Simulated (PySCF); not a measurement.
PySCF 2.14 output of an unrestricted LDA calculation on a single atom or ion in aug-cc-pVTZ-PP with one added diffuse shell each of s, p, d, f, g type with ECP28MDF (7s7p6d4f3g, 113 functions), with scalar relativity through the core potential:

```
SCF conv_tol = 1e-09
number electrons alpha = 10  beta = 4
    P. A. M. Dirac.,  Math. Proc. Cambridge Philos. Soc. 26, 376 (1930)
    F. Bloch.,  Z. Phys. 57, 545 (1929)
    S. H. Vosko, L. Wilk, and M. Nusair.,  Can. J. Phys. 58, 1200 (1980)
cycle= 1 E= -93.028200549889  delta_E= -0.0067  |g|= 0.0481  |ddm|= 4.21
cycle= 2 E= -93.0284894639121  delta_E= -0.000289  |g|= 0.036  |ddm|= 0.685
cycle= 3 E= -93.0288464916662  delta_E= -0.000357  |g|= 0.000431  |ddm|= 0.195
cycle= 4 E= -93.0288465376019  delta_E= -4.59e-08  |g|= 4.83e-05  |ddm|= 0.00402
cycle= 5 E= -93.0288465383427  delta_E= -7.41e-10  |g|= 3.36e-06  |ddm|= 0.0014
converged SCF energy = -93.0288465383427  <S^2> = 12.000029  2S+1 = 7.0000084
```

The run itself started from symmetry-adapted Hartree-Fock orbitals and held the occupation by maximum overlap, on a logarithmic radial grid, so the iterations belong to that start.

Q: Which element, charge and spin multiplicity is this?

A: Ru²⁺ (ruthenium, charge +2), multiplicity 7; the state was [Kr] 4d5 5p1, high-spin 7P determinant (an excited configuration).

Energies and moments cover only the electrons outside the core potential.
